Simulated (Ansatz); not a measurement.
Stepwise reaction of `[F][In]([Br])[Br]` with hydrogen fluoride, as a gas-phase model of exchange steps in deposition or etching. ΔE in kJ/mol; ΔG adds harmonic PBE0-D4 terms to CCSD(T)/CBS, at 1 bar.

Isolated molecules relaxed with PBE0-D4/def2-TZVP in Ansatz; ΔE leaves out vibrations. CBS: MP2 limit from def2 TZ/QZ plus the TZ coupled-cluster correction, frozen cores. This one scheme is used for every species. Functionals use def2-TZVPP. B3LYP here is the variant with VWN-RPA as its local correlation; programs differ in this. Elements past krypton have def2 core potentials. For Br, In outer-core shells are correlated without core-valence functions, which leaves a few kJ/mol of doubt a bond. Scalar relativity is left out up to krypton.

```csv
step,reaction,PBE-D4,B3LYP-D4,ωB97M-V,CCSD(T)/CBS,ΔG(400 K)
2,`[F][In]([F])[Br]` + H–F → `[F][In]([F])[F]` + HBr,83.7,85.8,86.0,92.0,86.7
```

Q: Give the row of step 1, `[F][In]([Br])[Br]` + H–F → `[F][In]([F])[Br]` + HBr. (Best estimate.)

A: The calculation gave: 
```csv
step,reaction,PBE-D4,B3LYP-D4,ωB97M-V,CCSD(T)/CBS,ΔG(400 K)
1,`[F][In]([Br])[Br]` + H–F → `[F][In]([F])[Br]` + HBr,77.7,79.8,80.4,87.1,78.5
```

Q: By hand: ΔE of the 2 steps together at CCSD(T)/CBS.

A: (87.1) + (92.0) = 179.1 kJ/mol, or 89.5 kJ/mol a step.

In ΔE the steps differ by no more than 4.9 kJ/mol. All are uphill at CCSD(T)/CBS. ΔG lies between 78.5 and 86.7 kJ/mol a step. PBE-D4 differs from CCSD(T)/CBS by -9.4 to -8.3 kJ/mol a step. Isolated molecules leave out the surface, adducts and barriers. Largest T1 diagnostic: 0.018.
